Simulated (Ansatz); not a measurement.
Computed with Ansatz on PBE0-D4/def2-TZVP structures; ΔE is electronic, products minus reactants. CBS: MP2 limit from def2 TZ/QZ plus the TZ coupled-cluster correction, frozen cores. This one scheme is used for every species, atoms too. DFT in def2-TZVPP. B3LYP here is the variant with VWN-RPA as its local correlation; programs differ in this. Open shells (•) are unrestricted, without spin–orbit coupling. Spin–orbit coupling would lower the free atoms: a little for B, C, F. One conformer a species, not always the lowest.

Reaction (atomization): `CC(F)BF` → B• + 2 C• + 2 F• + 5 H•

`CC(F)BF`:

Cartesian coordinates in Å:
```
C 0.278 -0.214 -1.131
C -0.353 -0.421 0.233
F 0.051 -1.656 0.741
B -0.012 0.728 1.250
F -0.410 1.953 0.948
H 0.002 -1.028 -1.804
H 1.368 -0.182 -1.059
H -0.067 0.728 -1.564
H -1.446 -0.473 0.113
H 0.588 0.565 2.273
```

| level | ΔE (kcal/mol) |
| --- | --- |
| B3LYP-D4 | 951.2 |
| HF/CBS(def2) | 720.7 |

**Question.** What does CCSD(T)/CBS give? (An estimate is asked.)

**Answer.** Computed: +948.5 kcal/mol. The listed levels differ from it by 2.7, -227.8 kcal/mol.

Largest T1 diagnostic among the species: 0.014.

The D4 term adds +5.4 kcal/mol with B3LYP and +2.8 kcal/mol with PBE0; it sums over pairs of atoms, weighted by their polarisabilities, and B3LYP, whose exchange is more repulsive, gets the larger term. In def2-TZVPP, CCSD(T) changes the Hartree–Fock value by +208.0 kcal/mol (the triples alone add +12.3 kcal/mol) and MP2 by +229.2 kcal/mol; breaking electron pairs costs correlation energy, which Hartree–Fock lacks. From PBE to PBE0 (25 % exact exchange), in def2-TZVPP and without D4, ΔE moves by −17.4 kcal/mol: exact exchange takes away binding that semilocal exchange gives to molecules.

For atomizations the MP2-based limit and the directly extrapolated one differ by several kJ/mol either way, and by 10 to 25 for some Ge, Se and Sn compounds, so smaller differences from it don't rank the levels.
